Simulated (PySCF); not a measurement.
## Structure elucidation problem

Molecular formula: C5H6O2. Simulated spectra:

1H NMR (300 MHz, computed): δ 7.33 (m, 1H), 7.00 (m, 1H), 6.45 (m, 1H), 3.83 (s, 3H).

13C{1H} NMR (computed): δ 159.6 (C), 146.6 (CH), 125.2 (CH), 110.8 (CH), 58.4 (CH3).

- shieldings: GIAO PBE0/pcSseg-1
- structure optimised with GFN2-xTB
- run in PySCF
- one averaged value for each set of equivalent atoms, a single conformation, no solvent, no relativistic terms

Chemical shifts δ = σref − σ; 1H (31.72 ppm), 13C (186.93 ppm) against TMS, all at this level.

Deduce the structure.

Results:


- The formula gives 3 degrees of unsaturation (1 ring in the answer).
- 5 carbon signals for 5 carbons: no two carbons are equivalent.
- Carbon types of the structure: 1 × C, 3 × CH, 1 × CH3, which accounts for all hydrogens.
- δC 159.6: aromatic carbon bearing oxygen; σ withdrawal by the attached heteroatom moves it downfield of the ring CH carbons.
- δC 146.6, 125.2: aromatic CH next to the ring oxygen.
- δC 110.8: aromatic CH; π donation from the O or N substituent raises the electron density at positions ortho and para to it.
- δC 58.4: methyl carbon bonded to O; deshielded by the electronegative neighbour.
- δH 7.33, 7.00: hydrogen on an aromatic CH next to the ring oxygen.
- δH 6.45: hydrogen on an aromatic CH; π donation from the O or N substituent shields it against benzene.
- δH 3.83: hydrogen on a methyl carbon bonded to O; its carbon carries O, which withdraws density.

These data were computed for `C1=COC=C1OC`.

This is the structure that produced the data.

Shifts are as computed. Against solution values, carbons near 30 ppm lie about +3 ppm off and those near 130 ppm about +5 ppm. Of 246 compounds with measured shifts, 49 miss one by over three times the rms of a fit or turn the order of signals round; such compounds aren't used in these exercises. Multiplicities follow the n + 1 count of equivalent neighbours, as no J values were calculated; m marks all less simple cases, F and P coupling included.
